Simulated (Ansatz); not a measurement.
Stepwise reaction of `[SH][Ti]([SH])([SH])[SH]` with hydrogen fluoride, as a gas-phase model of exchange steps in deposition or etching. ΔE in kJ/mol.

Calculated with Ansatz (gas phase, PBE0-D4/def2-TZVP geometries, no zero-point term in ΔE). CCSD(T)/CBS is the MP2 limit (def2-TZVPP, def2-QZVPP) plus CCSD(T) − MP2 in def2-TZVPP, frozen cores. This one scheme is used for every species. DFT in def2-TZVPP. B3LYP here is the variant with VWN-RPA as its local correlation; programs differ in this. For Ti outer-core shells are correlated without core-valence functions, which leaves a few kJ/mol of doubt a bond. Scalar relativity is left out up to krypton. One conformer a species, not always the lowest.

| step | reaction | PBE-D4 | B3LYP-D4 | ωB97M-V | CCSD(T)/CBS |
| --- | --- | --- | --- | --- | --- |
| 2 | `[F][Ti]([SH])([SH])[SH]` + H–F → `[F][Ti]([F])([SH])[SH]` + H₂S | -66.9 | -72.2 | -78.6 | -57.3 |
| 3 | `[F][Ti]([F])([SH])[SH]` + H–F → `[F][Ti]([F])([F])[SH]` + H₂S | -72.2 | -76.4 | -81.1 | -63.1 |
| 4 | `[F][Ti]([F])([F])[SH]` + H–F → `[F][Ti]([F])([F])[F]` + H₂S | -76.3 | -80.6 | -85.5 | -70.7 |

Task: Give the row of step 1, `[SH][Ti]([SH])([SH])[SH]` + H–F → `[F][Ti]([SH])([SH])[SH]` + H₂S. (An estimate is asked.)

Result: The calculation gave: 
| step | reaction | PBE-D4 | B3LYP-D4 | ωB97M-V | CCSD(T)/CBS |
| --- | --- | --- | --- | --- | --- |
| 1 | `[SH][Ti]([SH])([SH])[SH]` + H–F → `[F][Ti]([SH])([SH])[SH]` + H₂S | -76.7 | -81.7 | -86.5 | -64.5 |

Task: By hand: ΔE of the 4 steps together at CCSD(T)/CBS.

Result: (-64.5) + (-57.3) + (-63.1) + (-70.7) = -255.6 kJ/mol, or -63.9 kJ/mol a step.

In ΔE step 4 is the lowest and step 2 the highest. All are downhill at CCSD(T)/CBS. PBE-D4 differs from CCSD(T)/CBS by -12.2 to -5.6 kJ/mol a step. Isolated molecules leave out the surface, adducts and barriers. Largest T1 diagnostic: 0.029.
